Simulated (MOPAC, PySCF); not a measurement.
C$_{2}$H$_{2}$O$_{2}$, SMILES `O=C1CO1`, neutral singlet in the gas phase. 

Cartesian coordinates (Å):
SMILES: O=C1CO1
```xyz
6

O      1.9381    -0.2839     0.2699
C      0.8203     0.0140     0.0108
C     -0.6167    -0.1234     0.0788
O      0.1694     0.9252    -0.7085
H     -1.1749     0.2989     0.9077
H     -1.1362    -0.8310    -0.5587
```
Charge 0, multiplicity 1.

All levels are single points at this geometry (r2SCAN-D4/def2-TZVP); Pople sets use spherical d functions. Orbital energies aren't observables, and empty levels follow the basis.

BP86/6-31G* in PySCF gives gap (eV) = 5.51.

Task: Estimate the gap (eV) from each of these levels: r2SCAN-D4/def2-TZVP in PySCF; B3LYP/3-21G in PySCF; M06-2X/6-31G* in PySCF; PBE/6-31G* in PySCF; PM3 in MOPAC.

Result: 
```csv
level,gap (eV)
r2SCAN-D4/def2-TZVP in PySCF,6.05
B3LYP/3-21G in PySCF,7.62
M06-2X/6-31G* in PySCF,10.91
PBE/6-31G* in PySCF,5.48
PM3 in MOPAC,11.91
```
